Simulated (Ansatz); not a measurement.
Species: GeBr2, charge 0, triplet. This triplet is an excited state, 2.4 eV above the singlet at CCSD(T)/cc-pV5Z (Ansatz, a quantum-chemistry and plane-wave program). GeBr2 (SMILES [Br][Ge][Br], triplet).
B3LYP-D3(BJ)/def2-TZVP minimum from Ansatz:
```xyz
3

Ge     0.0056    -0.0075     0.8065
Br     1.1230    -1.6899    -0.3922
Br    -1.1281     1.6967    -0.3452
```
Charge 0, spin multiplicity 3.

Total energies in cc-pVTZ, 18 correlated electrons, 42 frozen orbitals. Radicals and triplets start from unrestricted determinants; spin-orbit coupling is neglected. Correlated methods leave the cores frozen (noble-gas shells, and filled d and f shells in the p block). No relativity. Spin-orbit terms, left out, reach several kcal/mol for Br and I, and more for heavier atoms. The spin of Br2Ge ([Br][Ge][Br], triplet) was assumed, and the state is the lowest solution found for it.

```
method    program  energy (Eh)  minus CCSDT(Q) (mEh)
--------  -------  -----------  --------------------
HF         Ansatz  -7220.36269                441.24
MP2        Ansatz  -7220.74651                 57.42
CCSD       Ansatz  -7220.78244                 21.49
CCSD(T)    Ansatz  -7220.80142                  2.51
CCSDT(Q)   Ansatz  -7220.80393                  0.00
```

Rough core times of Ansatz's runs on a shared machine: CCSD(T) 60 s, CCSDT(Q) 30 min.
